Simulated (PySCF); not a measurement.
Job file and geometry (Å, from GFN2-xTB) of an NMR shielding run on SMILES BB(N)CB(F)F, CH6B3F2N, GIAO PBE0/pcSseg-1 NMR shielding, non-relativistic, gas phase in PySCF; density fitting, a coarse starting grid and PySCF grid level 2 are the driver's defaults:

```
$ OMP_NUM_THREADS=1 python probes_run.py task.json out

{"job": {"kind": "nmr", "xc": "PBE0", "basis": "pcSseg-1"}, "charge": 0, "multiplicity": 1}
B     -1.874823    -0.769714    -0.409082
B     -0.630366     0.173218     0.110192
N     -0.584888     1.549757     0.253421
C      0.741510    -0.614565     0.518461
B      1.843083    -0.223195    -0.503696
F      2.525751     0.914938    -0.429430
F      2.147382    -0.934721    -1.578027
H     -2.644048    -1.266340     0.323714
H     -2.000982    -1.066732    -1.536353
H      0.244298     2.046792     0.538935
H     -1.351909     2.168111     0.049430
H      1.006391    -0.288586     1.522872
H      0.574212    -1.688476     0.538092
```

**Question.** What does the program print?

**Answer.** 
```
coarse grid: 11304 points
cycle   1  E = -370.2735656703  dE =  6.327e-01  |g| = 7.055e-01  |ddm| = 3.128e+00
cycle   2  E = -370.2326296338  dE =  4.094e-02  |g| = 9.126e-01  |ddm| = 9.650e-01
cycle   3  E = -370.3655841542  dE = -1.330e-01  |g| = 6.576e-02  |ddm| = 5.152e-01
cycle   4  E = -370.3664231966  dE = -8.390e-04  |g| = 2.927e-02  |ddm| = 7.353e-02
cycle   5  E = -370.3666224644  dE = -1.993e-04  |g| = 5.811e-03  |ddm| = 2.493e-02
cycle   6  E = -370.3666304503  dE = -7.986e-06  |g| = 1.673e-03  |ddm| = 5.646e-03
final grid: 111264 points
cycle   7  E = -370.4085145839  dE = -5.873e-05  |g| = 6.708e-03  |ddm| = 2.202e-02
cycle   8  E = -370.4085127354  dE =  1.849e-06  |g| = 7.399e-03  |ddm| = 1.015e-02
cycle   9  E = -370.4085246887  dE = -1.195e-05  |g| = 5.749e-04  |ddm| = 5.099e-03
cycle  10  E = -370.4085247642  dE = -7.545e-08  |g| = 2.406e-04  |ddm| = 6.137e-04
cycle  11  E = -370.4085247761  dE = -1.194e-08  |g| = 6.934e-05  |ddm| = 1.953e-04
cycle  12  E = -370.4085247773  dE = -1.199e-09  |g| = 1.058e-05  |ddm| = 6.016e-05
cycle  13  E = -370.4085247774  dE = -2.387e-11  |g| = 3.389e-06  |ddm| = 1.227e-05
converged SCF energy = -370.4085247774

GIAO shielding tensors (ppm)
atom      isotropic    diamagn.    paramagn.     s11        s22        s33       span
  0 B       -1.818     195.022    -196.840   -116.492    -37.314    148.352    264.844
  1 B       50.900     195.848    -144.948     -1.403     35.465    118.639    120.042
  2 N      154.910     316.911    -162.001     65.170    181.803    217.756    152.585
  3 C      180.020     259.541     -79.521    153.410    183.320    203.330     49.920
  4 B       72.106     193.774    -121.668     41.858     79.464     94.997     53.139
  5 F      245.985     469.108    -223.123     74.421    306.326    357.207    282.786
  6 F      240.686     467.240    -226.554     68.931    294.929    358.198    289.268
  7 H       22.048      29.679      -7.631     10.558     26.045     29.541     18.983
  8 H       22.067      29.783      -7.717     10.117     26.494     29.589     19.473
  9 H       27.255      32.047      -4.791     22.777     26.394     32.596      9.819
 10 H       27.700      30.524      -2.823     23.401     24.420     35.280     11.878
 11 H       31.183      32.455      -1.272     27.513     28.457     37.579     10.066
 12 H       31.047      32.758      -1.711     27.924     29.070     36.148      8.225
```

Size and cost of the density-fitted run: 149 basis functions, 21 s wall time on 1 thread of an Arm Neoverse V1, shared host; peak memory 0.75 GiB.
